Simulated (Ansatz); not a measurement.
The first iterations of a band of BrH + ClH4NO2Ti (11 atoms, charge 0, multiplicity 1).

The calculation used RKS PBE/def2-SVP (Ansatz).

| Property | Result |
| --- | --- |
| movable images | 9 |
| climbing image | yes |
| spring | 5.0 eV/Å² |
| optimiser | quadratic models (default) |
| start path | through a guess of the saddle point |
| force threshold | 0.03 eV/Å |
| iteration limit | 60 |
| end points | relaxed |

Initial state:

```xyz
11
Properties=species:S:1:pos:R:3
Ti 0.129 -0.280 0.052
N 0.601 0.275 1.842
H 0.092 -0.109 2.650
H 1.596 0.354 2.097
O 1.618 -0.849 -0.741
H 1.871 -1.661 -1.215
Cl -0.716 1.448 -1.053
O -1.111 -1.539 0.173
H -2.035 -1.668 -0.104
Br -0.090 3.243 2.783
H 0.197 1.878 2.194
```

Final state:

```xyz
11
Properties=species:S:1:pos:R:3
Ti 0.279 0.380 -0.766
N -0.217 -0.059 2.908
H -1.172 0.060 3.270
H 0.332 -0.554 3.623
O 1.465 -0.280 -1.932
H 1.894 -1.154 -1.880
Cl -1.621 0.951 -1.788
O -0.037 -0.785 0.461
H -0.154 -0.603 1.519
Br 1.191 2.253 0.476
H 0.193 0.882 2.787
```

| iteration | highest image above the first end (eV) | largest band force component (eV/Å) |
| --- | --- | --- |
| 1 | 3.461 | 22.284 |
| 2 | 1.399 | 3.616 |
| 3 | 1.226 | 2.708 |
| 4 | 0.270 | 1.258 |
| 5 | 0.128 | 1.230 |
| 6 | 0.096 | 0.876 |
| 7 | 0.072 | 1.134 |
| 8 | 0.065 | 0.370 |
| 9 | 0.089 | 0.757 |
| 10 | 0.092 | 0.597 |
| 11 | 0.093 | 0.318 |
| 12 | 0.095 | 0.608 |
| 13 | 0.096 | 0.176 |
| 14 | 0.098 | 0.677 |
| 15 | 0.097 | 0.199 |
| 16 | 0.094 | 0.233 |
| 17 | 0.093 | 0.222 |
| 18 | 0.092 | 0.185 |
| 19 | 0.089 | 0.104 |
| 20 | 0.087 | 0.122 |

Problem. Does the band converge within its limit, and where does its top end?

Solution. It did not converge within its limit. It ended after 60 iterations with the highest image 0.086 eV above the first end. The band didn't meet its force threshold, so its energies are provisional: the largest band force was still 0.08 eV/Å, and over the last iterations the top stayed at 0.09 eV. Neighbouring images lie up to 2.0 Å apart, so the band is torn or far too coarse. The orbitals stay closed-shell, which can raise the energy where a bond breaks towards radicals; this wasn't checked here.

Time of the run: 23 min on 4 threads of Arm Neoverse V1, with other jobs on the host, peak memory 0.26 GiB.
